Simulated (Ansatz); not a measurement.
[SnF3]- (SnF3⁻), relaxed as a singlet with RKS PBE0-D4/def2-TZVPD in Ansatz, starting from the GFN2-xTB geometry. Force threshold 0.02 eV/Å.

In the def2 sets Sn takes a core potential; there is no spin–orbit coupling.

Start:

```xyz
4

Sn    0.175   -0.140   -0.414
F    -1.877   -1.066   -0.253
F     0.105    2.113   -0.493
F     1.597   -0.907    1.160
```

Question: Estimate the energy that the relaxation releases and the steps that it takes.

Answer: 125.6 kJ/mol, in 6 steps; 9 s on 4 threads of Arm Neoverse V1 on a shared host. No frequencies were taken in this run, so the end may be a saddle point.

Question: Does the start keep its bonding and symmetry?

Answer: By distances, no bond broke or formed. The bond that changes most is Sn1–F2, from 2.26 to 2.00 Å (atoms count from 1). Point group C3v at the start, C3v at the end, both within 0.05 Å.

Question: Predict the relaxed structure.

Answer: 
Cartesian coordinates in Å:
```
Sn 0.292 -0.234 -0.691
F -1.526 -0.796 -0.077
F 0.031 1.702 -0.266
F 1.203 -0.672 1.033
```
Bond lengths: 3 × F–Sn 2.00 Å.
